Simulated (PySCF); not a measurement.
Dissociation curve of SiH, doublet.

- ROKS-BLYP = restricted open-shell BLYP/cc-pVDZ run with PySCF
- NEVPT2 = PySCF 2.14.0 with SC-NEVPT2 on CASSCF(5,5)/cc-pVDZ, all electrons correlated
- CASSCF(5,5)/cc-pVDZ (PySCF)

Energies are in eV, each relative to the lowest point of its own curve near equilibrium.

```csv
R / Å,ROKS-BLYP,NEVPT2,"CASSCF(5,5)"
1.22,1.295,1.272,1.291
1.29,0.729,0.701,0.718
1.39,0.248,0.224,0.236
1.45,0.095,0.078,0.087
1.49,(withheld),(withheld),(withheld)
1.53,(withheld),0.001,(withheld)
1.56,0.000,0.000,0.000
1.63,0.028,0.041,0.035
1.67,(withheld),0.087,0.076
1.80,0.269,0.310,0.288
1.88,0.432,0.483,0.453
2.06,0.849,0.911,0.865
```

### Question
Complete the blanks.

### Answer

- 1.49, ROKS-BLYP: 0.037
- 1.49, NEVPT2: 0.025
- 1.49, CASSCF(5,5): 0.031
- 1.53, ROKS-BLYP: 0.007
- 1.53, CASSCF(5,5): 0.004
- 1.67, ROKS-BLYP: 0.067

The scan ran from 1.22 to 6.08 Å; beyond the distances shown one of the unrestricted levels run for this scan, shown here or not, changes its spin distribution in one step.
